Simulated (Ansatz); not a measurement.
TiF2Cl2 (TiCl2F2), relaxed as a singlet with RKS B3LYP-D4/def2-SVP in Ansatz, starting from the GFN2-xTB geometry. Force threshold 0.02 eV/Å.

Start:

```xyz
5

Ti   -0.114    0.127    0.061
F     0.444    1.701    0.334
F    -1.734   -0.260    0.357
Cl    1.087   -1.193    1.191
Cl    0.317   -0.376   -1.944
```

**Question.** Estimate the energy that the relaxation releases and the steps that it takes.

**Answer.** 0.23 eV, in 5 steps; 8.5 s on 4 threads of Arm Neoverse V2 on a shared host. No frequencies were taken in this run, so the end may be a saddle point.

**Question.** Does the start keep its bonding and symmetry?

**Answer.** By distances, no bond broke or formed. The bond that changes most is Ti1–Cl5, from 2.11 to 2.18 Å (atoms count from 1). Point group C2v at the start, C2v at the end, both within 0.05 Å.

**Question.** Predict the relaxed structure.

**Answer.** 
```xyz
5

Ti   -0.060    0.067    0.032
F     0.353    1.713    0.360
F    -1.736   -0.167    0.383
Cl    1.135   -1.245    1.294
Cl    0.309   -0.369   -2.069
```
Bond lengths: 2 × F–Ti 1.73 Å; 2 × Cl–Ti 2.18 Å.
